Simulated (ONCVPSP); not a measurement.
# An all-electron radial function and its pseudo partner (nitrogen)

Columns: radius, all-electron u(r) and pseudo u(r) of the 2p shell (level -7.30 eV) of nitrogen in the configuration [He] 2s1.5 2p3.5; PBE, scalar-relativistic, ONCV scheme, ONCVPSP 4.0.1.

```
r (bohr)  all-electron  pseudo
   0.093        0.0646  0.0225
   0.185        0.1916  0.0862
   0.278        0.3301  0.1845
   0.370        0.4545  0.3038
   0.463        0.5592  0.4332
   0.555        0.6407  0.5566
   0.648        0.7023  0.6656
   0.740        0.7442  0.7498
   0.833        0.7697  0.8073
   0.925        0.7812  0.8368
   1.018        0.7814  0.8420
   1.110        0.7730  0.8281
   1.203        0.7576  0.8010
   1.295        0.7375  0.7672
   1.388        0.7135  0.7308
   1.480        0.6872  0.6955
   1.573        0.6591  0.6621
   1.665        0.6304  0.6310
   1.758        0.6009  0.6010
   1.850        0.5719  0.5719
   1.943        0.5428  0.5428
   2.035        0.5147  0.5147
   2.128        0.4871  0.4871
   2.220        0.4607  0.4607
   2.313        0.4350  0.4350
   2.405        0.4106  0.4106
```

(1) How many radial nodes do the two functions have?

(2) At about which radius was the pseudo-wave matched?

(3) Is the pseudo-wave norm-conserving?

Results:

(1) The all-electron 2p function has n − l − 1 = 0; the pseudo-wave has 0.

(2) 1.85 bohr, where the columns begin to agree (steps of 0.09 bohr).

(3) Yes: the ONCV scheme keeps the norm inside the radius equal to the all-electron one, which fixes the energy derivative of the logarithmic derivative at the level.
